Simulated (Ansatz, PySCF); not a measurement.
The pair A = GeH4 (SMILES [GeH4]) (first 5 atoms), B = CH3I (SMILES CI); geometry from B3LYP-D3(BJ)/def2-TZVP.
(charge 0, multiplicity 1):
```xyz
10

Ge     0.1737     0.2634     0.1122
H     -1.0361    -0.4960     0.6764
H     -0.0282     0.4817    -1.3968
H      1.4535    -0.5465     0.3494
H      0.2839     1.6286     0.8071
C     -1.4386     1.1313     3.6772
I      0.2821    -0.0619     4.1891
H     -2.0566     0.5367     3.0146
H     -1.9551     1.3684     4.5999
H     -1.0751     2.0243     3.1824
```

Correlated levels freeze the cores. Filled d and f shells under p-block atoms count as core. CBS: X⁻³ extrapolation of the correlation energy, Hartree–Fock from the larger set. MP2 and its Hartree–Fock in def2-TZVPPD are density fitted.

Programs: Ansatz (Gaussian orbitals); PySCF for the dispersion terms. Each number belongs to the level named beside it. In def2 rows elements past Kr take small-core potentials, without spin–orbit coupling.

The monomers are drawn apart, rigid, along the line of their centres of mass. Counterpoise-corrected interaction energies (kcal/mol):

| level | R = 5.663 Å | R = 7.300 Å |
|---|---|---|
| PBE-D3(BJ)/def2-TZVPPD | -0.4933 | -0.0882 |
| wB97M-V/def2-TZVPPD | -0.3887 | -0.0751 |
| MP2/CBS(def2-SVPD, def2-TZVPPD) + ΔCCSD(T)/def2-SVPD | -0.3758 | -0.0765 |

Question: R is the distance of the centres of mass. Find the local exponent m of E ∝ R⁻ᵐ between the two points.

Answer: 
m = ln(E₁/E₂)/ln(R₂/R₁): PBE-D3(BJ)/def2-TZVPPD 6.8; wB97M-V/def2-TZVPPD 6.5; MP2/CBS(def2-SVPD, def2-TZVPPD) + ΔCCSD(T)/def2-SVPD 6.3. For scale, two fixed dipoles give m = 3, dipole and quadrupole 4, quadrupoles 5, and dispersion or dipole-induced dipole 6 at long range; at these distances several terms mix, and what is left of overlap and damping shifts m, so it need not match one of them.

Ansatz is a first-principles code.
